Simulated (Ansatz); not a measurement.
Molecule: C$_{6}$H$_{7}$, net charge 0, doublet state. It need not be the lowest isomer of its formula. 
Structure (B3LYP-D3(BJ)/def2-TZVP (Ansatz, a quantum-chemistry and plane-wave program) minimum search):
```xyz
13

C     -2.1008     0.2391    -0.1404
C     -0.6199     0.1126    -0.0385
C      0.2969     1.0883     0.0990
C      1.6613     0.5183     0.1610
C      1.5204    -0.7987     0.0575
C      0.0994    -1.2267    -0.0791
H     -2.4760    -0.1758    -1.0809
H     -2.6069    -0.2991     0.6668
H     -2.4058     1.2852    -0.0895
H      0.0838     2.1479     0.1579
H      2.5701     1.0908     0.2694
H     -0.0886    -1.7616    -1.0153
H     -0.2196    -1.8851     0.7349
```
Charge 0, spin multiplicity 2.

Basis-set convergence of Hartree-Fock and MP2 correlation energies (hartree) with Ansatz. Correlated levels leave the core frozen unless marked. Open shells are spin-unrestricted. Spin-orbit coupling is left out. No relativistic terms.

The UHF reference is spin-contaminated (<S^2> 0.51 over the pure value in the largest basis). 

```tsv
basis	functions	E(HF)	E(corr, MP2)
cc-pVDZ	119	-231.20723	-0.73981
cc-pVTZ	278	-231.26492	-0.90644
cc-pVQZ	540	-231.27914	-0.96487
```

Extrapolating the two largest sets (X = 3 and 4) as X^-3: E(corr) = (64·(-0.96487) - 27·(-0.90644))/37 = -1.0075 Eh, an estimate of the basis-set limit. The largest set recovers 95.8 % of it, the smallest 73.4 %.
